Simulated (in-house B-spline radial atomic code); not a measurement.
Successive ionisation energies of molybdenum; each step leads to the configuration of the next row (after the last: bare). Dirac energy differences include first-order Breit, QED and recoil terms. NIST's values go from ground level to ground level; the uncertainty of those that are theory runs from under 0.1 % in few-electron ions to several per cent in heavy many-electron ones. Computed with an all-electron radial atomic-structure program (B-spline basis): Dirac-Hartree-Fock, average of the configuration, finite nuclei.

```tsv
ion	configuration	ionisation energy (eV)	tabulated value (eV)	computed minus tabulated (eV)	highest orbital	largest mean radius (bohr)
Mo26+	[Ne] 3s2 3p4	1393.0	1385.1	8	3p3/2	0.37996
Mo27+	[Ne] 3s2 3p3	1455.3	1462	-7	3p3/2	0.37721
Mo28+	[Ne] 3s2 3p2	1518.6	1537	-18	3p3/2	0.37449
Mo29+	[Ne] 3s2 3p1	1582.8	1587	-4	3p3/2	0.37182
Mo30+	[Ne] 3s2	1723.9	1730.1	-6	3s1/2	0.36919
Mo31+	[Ne] 3s1	1790.1	1790.93	-1	3s1/2	0.36625
Mo32+	[He] 2s2 2p6	4290.0	4259	31	2p3/2	0.14995
Mo33+	[He] 2s2 2p5	4468.3	4430	38	2p3/2	0.14881
Mo34+	[He] 2s2 2p4	4649.5	4618	32	2p3/2	0.14768
Mo35+	[He] 2s2 2p3	4833.8	4800	34	2p3/2	0.14656
Mo36+	[He] 2s2 2p2	5020.9	5084	-63	2p3/2	0.14546
Mo37+	[He] 2s2 2p1	5211.1	5287	-76	2p3/2	0.14437
Mo38+	[He] 2s2	5540.5	5548	-7	2s1/2	0.14329
Mo39+	[He] 2s1	5713.0	5713.194	0	2s1/2	0.14228
Mo40+	1s2	23808.5	23810.65	-2	1s1/2	0.034895
Mo41+	1s1	24572.2	24572.21	0	1s1/2	0.034569
```

(1) Where is the largest jump?

Where a p, d or f electron is removed, the computed value is a mean over both j, so it misses the tabulated one by a part of the spin-orbit splitting; averaging over terms and missing correlation add to the gap, relatively most at low charge.

Results:

(1) From Mo39+ to Mo40+, by a factor of 4.17 (5713 to 23809 eV); the highest orbital goes from 2s1/2 to 1s1/2.
